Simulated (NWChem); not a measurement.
System: CH4OZn; SMILES [ZnH][O]C

NWChem input:

```
start job
memory heap 200 mb stack 900 mb global 1100 mb
geometry units angstroms noautosym nocenter noautoz
  Zn     0.257548    -0.726195     0.001555
  H      0.005787    -2.222722    -0.016083
  O      0.706881     0.986240     0.023520
  C     -0.076405     2.126391     0.004103
  H     -0.793993     2.190609     0.849796
  H      0.564338     3.026472     0.073315
  H     -0.672553     2.240050    -0.926495
end
basis spherical
  * library def2-svpd
end
dft
  xc pbe0
  iterations 150
end
property
  response 1 0.0
end
task dft property
```

Excerpt of the output:

```
             Northwest Computational Chemistry Package (NWChem) 7.3.0
             --------------------------------------------------------

                             Geometry "geometry" -> ""
                             -------------------------

 Output coordinates in angstroms (scale by  1.889725989 to convert to a.u.)

  No.       Tag          Charge          X              Y              Z
 ---- ---------------- ---------- -------------- -------------- --------------
    1 Zn                  30.0000     0.25754800    -0.72619500     0.00155500
    2 H                    1.0000     0.00578700    -2.22272200    -0.01608300
    3 O                    8.0000     0.70688100     0.98624000     0.02352000
    4 C                    6.0000    -0.07640500     2.12639100     0.00410300
    5 H                    1.0000    -0.79399300     2.19060900     0.84979600
    6 H                    1.0000     0.56433800     3.02647200     0.07331500
    7 H                    1.0000    -0.67255300     2.24005000    -0.92649500

 Effective nuclear repulsion energy (a.u.)     165.7058861403

                              NWChem Property Module
                              ----------------------

                                 NWChem DFT Module
                                 -----------------

 Summary of "ao basis" -> "ao basis" (spherical)
 ------------------------------------------------------------------------------
       Tag                 Description            Shells   Functions and Types
 ---------------- ------------------------------  ------  ---------------------
 Zn                        def2-svpd                12       34   5s4p2d1f
 H                         def2-svpd                 4        8   2s2p
 O                         def2-svpd                 9       23   4s3p2d
 C                         def2-svpd                 8       20   4s2p2d

            General Information
            -------------------
          SCF calculation type: DFT
          Wavefunction type:  closed shell.
          No. of atoms     :     7
          No. of electrons :    48
           Alpha electrons :    24
            Beta electrons :    24
          Charge           :     0
          Spin multiplicity:     1
          Use of symmetry is: off; symmetry adaption is: off
          Maximum number of iterations: 150
          AO basis - number of functions:   109
                     number of shells:    45
          Convergence on energy requested:  1.00D-06
          Convergence on density requested:  1.00D-05
          Convergence on gradient requested:  5.00D-04

              XC Information
              --------------
                         PBE0 Method XC Functional
                     Hartree-Fock (Exact) Exchange  0.250
          PerdewBurkeErnzerhof Exchange Functional  0.750
            Perdew 1991 LDA Correlation Functional  1.000 local
           PerdewBurkeErnz. Correlation Functional  1.000 non-local

             Grid Information
             ----------------
          Grid used for XC integration:  medium
          Radial quadrature: Mura-Knowles
          Angular quadrature: Lebedev.
          Tag              B.-S. Rad. Rad. Pts. Rad. Cut. Ang. Pts.
          ---              ---------- --------- --------- ---------
          Zn                  1.35      112          11.0       590
          H                   0.35       45          13.0       434
          O                   0.60       49          10.0       434
          C                   0.70       49          12.0       434
          Grid pruning is: on
          Number of quadrature shells:   390
          Spatial weights used:  Erf1

      Superposition of Atomic Density Guess
      -------------------------------------

 Sum of atomic energies:       -1891.87806216

      Non-variational initial energy
      ------------------------------

 Total energy =   -1892.918688
 1-e energy   =   -2969.194501
 2-e energy   =     910.569927
 HOMO         =      -0.371103
 LUMO         =      -0.003272

   convergence    iter        energy       DeltaE   RMS-Dens  Diis-err
 ---------------- ----- ----------------- --------- --------- ---------
 d= 0,ls=0.0,diis     1  -1894.3252378707 -2.06D+03  1.67D-02  6.57D-01
 d= 0,ls=0.0,diis     2  -1894.1088946189  2.16D-01  8.98D-03  2.90D+00
 d= 0,ls=0.0,diis     3  -1894.4104845659 -3.02D-01  1.45D-03  1.49D-02
 d= 0,ls=0.0,diis     4  -1894.4112050759 -7.21D-04  6.02D-04  9.71D-03
 d= 0,ls=0.0,diis     5  -1894.4120698513 -8.65D-04  1.18D-04  3.74D-04
  Resetting Diis
 d= 0,ls=0.0,diis     6  -1894.4120908741 -2.10D-05  3.56D-05  2.15D-05
 d= 0,ls=0.0,diis     7  -1894.4120933860 -2.51D-06  1.95D-05  1.49D-06
 d= 0,ls=0.0,diis     8  -1894.4120933345  5.15D-08  9.25D-06  2.65D-06

         Total DFT energy =    -1894.412093334505
      One electron energy =    -2968.928329196968
           Coulomb energy =      995.049344532696
    Exchange-Corr. energy =      -86.238994810531
 Nuclear repulsion energy =      165.705886140298

 Numeric. integr. density =       47.999989264580

                       DFT Final Molecular Orbital Analysis
                       ------------------------------------

 Vector   22  Occ=2.000000D+00  E=-3.428698D-01
              MO Center=  6.4D-02, -1.6D+00, -1.0D-02, r^2= 1.8D+00
   Bfn.  Coefficient  Atom+Function         Bfn.  Coefficient  Atom+Function
  ----- ------------  ---------------      ----- ------------  ---------------
     4      0.595684  1 Zn s                 35      0.380954  2 H  s
     3     -0.271384  1 Zn s                 13     -0.271275  1 Zn py
    22      0.139129  1 Zn d  2              10      0.108626  1 Zn py
    36      0.090038  2 H  s                 20      0.077712  1 Zn d  0
    41     -0.073107  2 H  py                70      0.072154  4 C  px

 Vector   23  Occ=2.000000D+00  E=-2.786789D-01
              MO Center=  4.8D-01,  1.3D+00,  3.0D-02, r^2= 2.3D+00
   Bfn.  Coefficient  Atom+Function         Bfn.  Coefficient  Atom+Function
  ----- ------------  ---------------      ----- ------------  ---------------
    47      0.457035  3 O  px                50      0.328283  3 O  px
    94     -0.245130  6 H  s                 48      0.226454  3 O  py
    70     -0.195289  4 C  px                46      0.167537  3 O  s
    13     -0.163135  1 Zn py                51      0.162357  3 O  py
    95     -0.159822  6 H  s                  4     -0.152646  1 Zn s

 Vector   24  Occ=2.000000D+00  E=-2.677929D-01
              MO Center=  3.6D-01,  1.2D+00,  1.3D-03, r^2= 1.7D+00
   Bfn.  Coefficient  Atom+Function         Bfn.  Coefficient  Atom+Function
  ----- ------------  ---------------      ----- ------------  ---------------
    49      0.543927  3 O  pz                52      0.399255  3 O  pz
   102      0.214909  7 H  s                 86     -0.202036  5 H  s
    72     -0.187030  4 C  pz                19     -0.121764  1 Zn d -1
    14      0.098439  1 Zn pz                55      0.089298  3 O  pz
   103      0.083250  7 H  s                 75     -0.077319  4 C  pz

 Vector   25  Occ=0.000000D+00  E=-1.759785D-02
              MO Center= -6.0D-01, -5.8D-01, -4.9D-03, r^2= 5.5D+00
   Bfn.  Coefficient  Atom+Function         Bfn.  Coefficient  Atom+Function
  ----- ------------  ---------------      ----- ------------  ---------------
    46      0.802313  3 O  s                 15      0.629654  1 Zn px
     5     -0.625272  1 Zn s                 16     -0.431991  1 Zn py
    69     -0.426401  4 C  s                 12      0.338847  1 Zn px
    53     -0.314601  3 O  px                68     -0.220790  4 C  s
     4     -0.218118  1 Zn s                 36      0.180463  2 H  s

 Vector   26  Occ=0.000000D+00  E=-1.015844D-02
              MO Center=  1.5D-01, -9.3D-01,  6.3D-03, r^2= 6.1D+00
   Bfn.  Coefficient  Atom+Function         Bfn.  Coefficient  Atom+Function
  ----- ------------  ---------------      ----- ------------  ---------------
    17      0.829920  1 Zn pz                14      0.391033  1 Zn pz
    55     -0.257442  3 O  pz                11     -0.144388  1 Zn pz
    49     -0.141866  3 O  pz                52     -0.123686  3 O  pz
    87      0.112882  5 H  s                103     -0.103774  7 H  s
    75     -0.079330  4 C  pz                72     -0.053382  4 C  pz

 Vector   27  Occ=0.000000D+00  E=-3.090997D-03
              MO Center=  1.0D+00, -7.6D-01, -4.2D-03, r^2= 5.8D+00
   Bfn.  Coefficient  Atom+Function         Bfn.  Coefficient  Atom+Function
  ----- ------------  ---------------      ----- ------------  ---------------
     5      1.474205  1 Zn s                 46     -0.882146  3 O  s
    69     -0.740115  4 C  s                 16      0.684271  1 Zn py
    15      0.596049  1 Zn px                 4      0.581035  1 Zn s
    54      0.571514  3 O  py                36     -0.346031  2 H  s
    45     -0.283421  3 O  s                 12      0.244235  1 Zn px

     Multipole analysis of the density
     ---------------------------------

     L   x y z        total         alpha         beta         nuclear
     -   - - -        -----         -----         ----         -------
     0   0 0 0      0.000000    -24.000000    -24.000000     48.000000

     1   1 0 0     -0.395879    -11.561464    -11.561464     22.727048
     1   0 1 0     -0.246065     -3.993971     -3.993971      7.741877
     1   0 0 1     -0.011654     -0.232557     -0.232557      0.453461

     2   2 0 0    -20.635071    -23.572728    -23.572728     26.510384
     2   1 1 0     -1.699210      3.720035      3.720035     -9.139279
     2   1 0 1     -0.030800     -0.252531     -0.252531      0.474261
     2   0 2 0    -22.688686   -144.630711   -144.630711    266.572737
     2   0 1 1     -0.066023     -0.475557     -0.475557      0.885091
     2   0 0 2    -19.804236    -12.742505    -12.742505      5.680774

 *** CALLING NEW AORESP DRIVER FOR CLOSED AND OPEN SHELLS ***
 Entering AOResponse driver routine

--------------------------------------------------------------------------------

          -----------------------------------------------
          Solving response equations for perturbing field
          -----------------------------------------------

 number of frequencies:     1
 frequency in a.u.:  0.0000000E+00
 Perturbing field: electric
 Using El. Dipole Length Gauge

 Setting up CPKS with frequency omega =      0.00000000 a.u.

 STATIC response

                                NWChem CPHF Module
                                ------------------

  scftype          =     RHF
  nclosed          =       24
  nopen            =        0
  variables        =     2040
  # of vectors     =        3
  tolerance        = 0.10D-03
  level shift      = 0.00D+00
  max iterations   =       50
  max subspace     =       30

 SCF residual:    2.7456941358839927E-004

Iterative solution of linear equations
  No. of variables     2040
  No. of equations        3
  Maximum subspace       30
        Iterations       50
       Convergence  1.0D-04

   iter   nsub   residual    time
   ----  ------  --------  ---------
     1      3    1.82D+00      43.9
     2      6    1.61D+00      56.2
     3      9    3.01D-01      68.8
     4     12    8.20D-02      83.3
     5     15    5.99D-02      92.8
     6     18    5.68D-03     101.0
     7     21    1.35D-03     109.7
     8     24    9.28D-05     118.3

 Electric Dipole Response Matrix (nonzero elements):

              1        2        3
    1   36.6368  -0.1943   0.0334
    2   -0.1942  55.5375   0.0943
    3    0.0334   0.0943  35.9930

 ------------------------------------------
 average:        42.72245 + I       0.00000

 DFT Linear Response polarizability / au
 Frequency  =       0.0000000 / au
              X              Y              Z
 -----------------------------------------------
 X      36.6368201     -0.1942784      0.0334250
 Y      -0.1942404     55.5375079      0.0943083
 Z       0.0334222      0.0943063     35.9930346
 -----------------------------------------------
 Eigenvalues =      36.6366598     55.5399563     35.9907465
 Isotropic   =      42.7224542
 Anisotropic =      19.2343888
 -----------------------------------------------

 Magnetic Dipole Response Matrix (nonzero elements):

 Exiting AOResponse driver routine
```

Level: PBE0/def2-SVPD. Structure relaxed at the PBE0/def2-SVP level.
